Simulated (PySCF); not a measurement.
PySCF input (M06-L/def2-TZVPD):

```python
from pyscf import gto, scf, dft

mol = gto.M(
    atom='''
    Se   -1.69381199    0.00471556    0.09582706
    C     0.09056619    0.03122959   -0.03337844
    Se    1.73187779   -0.04283810   -0.06386097
    H    -1.83763439    1.10878856   -0.88657641
    ''',
    basis='def2-tzvpd',
    charge=1,
    spin=0,
    verbose=4,
)

mf = dft.RKS(mol, xc='m06l').density_fit(auxbasis='def2-universal-jkfit')
mf.grids.level = 4
mf.conv_tol = 1e-9
mf.max_cycle = 100
mf.max_memory = 1500
mf.kernel()
if not mf.converged:
    mf = mf.newton()
    mf.kernel(mf.make_rdm1())
mf.analyze()
```

End of the output:

```
Extra cycle  E= -4841.34339029601  delta_E= 3.09e-10  |g|= 3.01e-05  |ddm|= 6.14e-05
converged SCF energy = -4841.34339029601
**** SCF Summaries ****
Total Energy =                       -4841.343390296009602
Nuclear Repulsion Energy =             322.531260982468439
One-electron Energy =                -7364.214384131183579
Two-electron Energy =                 2200.339732852705311
Two-electron Coulomb Energy =         2380.067795794554968
DFT Exchange-Correlation Energy =     -179.728062941849885
HOMO-LUMO gap [eV] =                     2.814057873612449
**** MO energy ****
MO #1   energy= -453.448442210974  occ= 2
MO #2   energy= -453.4426144133    occ= 2
MO #3   energy= -58.2246826088209  occ= 2
MO #4   energy= -58.2187689126316  occ= 2
MO #5   energy= -52.1703563581765  occ= 2
MO #6   energy= -52.1692381304264  occ= 2
MO #7   energy= -52.1687073076964  occ= 2
MO #8   energy= -52.1650117943203  occ= 2
MO #9   energy= -52.1634681247574  occ= 2
MO #10  energy= -52.1619147781199  occ= 2
MO #11  energy= -10.379093250598   occ= 2
MO #12  energy= -8.08853397041213  occ= 2
MO #13  energy= -8.08381805412204  occ= 2
MO #14  energy= -5.97742267970251  occ= 2
MO #15  energy= -5.97526653217895  occ= 2
MO #16  energy= -5.97473536787661  occ= 2
MO #17  energy= -5.9718756626522   occ= 2
MO #18  energy= -5.96984709767546  occ= 2
MO #19  energy= -5.96428258262086  occ= 2
MO #20  energy= -2.29103739423971  occ= 2
MO #21  energy= -2.28938784203159  occ= 2
MO #22  energy= -2.28752071327616  occ= 2
MO #23  energy= -2.28729819947227  occ= 2
MO #24  energy= -2.28680344977098  occ= 2
MO #25  energy= -2.28577805528171  occ= 2
MO #26  energy= -2.28529522752267  occ= 2
MO #27  energy= -2.28217440196847  occ= 2
MO #28  energy= -2.27822367742287  occ= 2
MO #29  energy= -2.27772384552212  occ= 2
MO #30  energy= -0.999102175002388 occ= 2
MO #31  energy= -0.923246056519762 occ= 2
MO #32  energy= -0.715533749652714 occ= 2
MO #33  energy= -0.616926614488264 occ= 2
MO #34  energy= -0.577773081223413 occ= 2
MO #35  energy= -0.545048288680668 occ= 2
MO #36  energy= -0.512417322871386 occ= 2
MO #37  energy= -0.451110261448015 occ= 2
MO #38  energy= -0.347695541170843 occ= 0
MO #39  energy= -0.317535933560055 occ= 0
MO #40  energy= -0.233286881428199 occ= 0
MO #41  energy= -0.198309799503235 occ= 0
MO #42  energy= -0.128749163467273 occ= 0
MO #43  energy= -0.114415111546816 occ= 0
MO #44  energy= -0.0977285613512246 occ= 0
MO #45  energy= -0.0907001762640851 occ= 0
MO #46  energy= -0.0878917068960818 occ= 0
MO #47  energy= -0.0760755863723547 occ= 0
MO #48  energy= -0.0744300392433957 occ= 0
MO #49  energy= -0.0673423866122015 occ= 0
MO #50  energy= -0.0662967183356122 occ= 0
MO #51  energy= -0.0474310592570821 occ= 0
MO #52  energy= -0.0296076006264375 occ= 0
MO #53  energy= -0.014551547354382 occ= 0
MO #54  energy= -0.00109481886271359 occ= 0
MO #55  energy= 0.00114840038457367 occ= 0
MO #56  energy= 0.00950409708210601 occ= 0
MO #57  energy= 0.0150077747791637 occ= 0
MO #58  energy= 0.0227224366421759 occ= 0
MO #59  energy= 0.0290176737687693 occ= 0
MO #60  energy= 0.0563311574470716 occ= 0
MO #61  energy= 0.0731532709439946 occ= 0
MO #62  energy= 0.0852302254688944 occ= 0
MO #63  energy= 0.0925930980099269 occ= 0
MO #64  energy= 0.104666927593224  occ= 0
MO #65  energy= 0.115218761219212  occ= 0
MO #66  energy= 0.127651164795649  occ= 0
MO #67  energy= 0.140834695519648  occ= 0
MO #68  energy= 0.142791516328931  occ= 0
MO #69  energy= 0.14644920529205   occ= 0
MO #70  energy= 0.154581741210479  occ= 0
MO #71  energy= 0.16562020271298   occ= 0
MO #72  energy= 0.186836846147816  occ= 0
MO #73  energy= 0.192587682061203  occ= 0
MO #74  energy= 0.203430073144138  occ= 0
MO #75  energy= 0.207698627079882  occ= 0
MO #76  energy= 0.221249398367818  occ= 0
MO #77  energy= 0.225160237340236  occ= 0
MO #78  energy= 0.241685846441047  occ= 0
MO #79  energy= 0.242525392976676  occ= 0
MO #80  energy= 0.26398066521684   occ= 0
MO #81  energy= 0.317477679648025  occ= 0
MO #82  energy= 0.351059168000098  occ= 0
MO #83  energy= 0.355469208502659  occ= 0
MO #84  energy= 0.359553171696091  occ= 0
MO #85  energy= 0.380852230486302  occ= 0
MO #86  energy= 0.441612646989437  occ= 0
MO #87  energy= 0.477307895946183  occ= 0
MO #88  energy= 0.505213027025141  occ= 0
MO #89  energy= 0.506599324273821  occ= 0
MO #90  energy= 0.527359380005541  occ= 0
MO #91  energy= 0.660897728253712  occ= 0
MO #92  energy= 0.673956880760066  occ= 0
MO #93  energy= 0.722892400194498  occ= 0
MO #94  energy= 0.729808600570978  occ= 0
MO #95  energy= 0.852409373394725  occ= 0
MO #96  energy= 0.934884539062605  occ= 0
MO #97  energy= 0.972134193220992  occ= 0
MO #98  energy= 1.00007292111005   occ= 0
MO #99  energy= 1.01150046207157   occ= 0
MO #100 energy= 1.0214025390176    occ= 0
MO #101 energy= 1.03794930487225   occ= 0
MO #102 energy= 1.05516330951064   occ= 0
MO #103 energy= 1.06556671777018   occ= 0
MO #104 energy= 1.07653838018374   occ= 0
MO #105 energy= 1.09309774336734   occ= 0
MO #106 energy= 1.10687256201564   occ= 0
MO #107 energy= 1.11058646371849   occ= 0
[...]
```

It need not be the lowest isomer of its formula.
